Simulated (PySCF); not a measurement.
NMR data simulated for an unnamed compound:

1H NMR (400 MHz, computed): δ 7.08 (s, 1H), 4.99 (s, 2H), 2.82 (s, 2H), 0.44 (br s, 1H).

13C{1H} NMR (computed): δ 207.0 (C), 203.5 (C), 175.4 (C), 148.3 (CH), 64.1 (CH2), 45.9 (CH2).

- GFN2-xTB geometry
- NMR shieldings at PBE0/pcSseg-1/GIAO
- program: PySCF
- one conformer, equivalent nuclei averaged, in vacuum, relativity neglected

Referencing at the same level of theory: 1H (σref 31.72), 13C (σref 186.93) against TMS.

Problem. Which of these does the molecule contain: an NH or NH2 group, a ketone, a non-aromatic C=C double bond, an OH group, a CF3 group, a benzene ring?

Solution. 
- An NH or NH2 group: no.
- A ketone: yes (δC 203.5).
- A non-aromatic C=C double bond: yes.
- An OH group: yes (δH 0.44 (br s)).
- A CF3 group: no.
- A benzene ring: no.

The data belong to `O=C1C=C(CO)C(=O)C1`, C6H6O3; they needn't prove each group on their own.

Carbon signals by region: 3 in the far downfield region (above 160 ppm), 1 in the sp2 and nitrile region (100–160 ppm), 1 at 50–100 ppm, 1 below 50 ppm. Above 160 ppm: 207.0, ketone carbonyl carbon, 203.5, ketone carbonyl carbon, 175.4, β carbon of a C=C–C=O unit.

OH/NH shifts are gas-phase values; hydrogen bonding in solution moves them, usually downfield. Shifts are as computed. Against solution values, carbons near 30 ppm lie about +3 ppm off and those near 130 ppm about +5 ppm. Of 1211 compounds with measured shifts, 218 miss one by over three times the rms of a fit or turn the order of signals round; such compounds aren't used in these exercises. Multiplicities follow the n + 1 count of equivalent neighbours, as no J values were calculated; m marks all less simple cases, F and P coupling included.
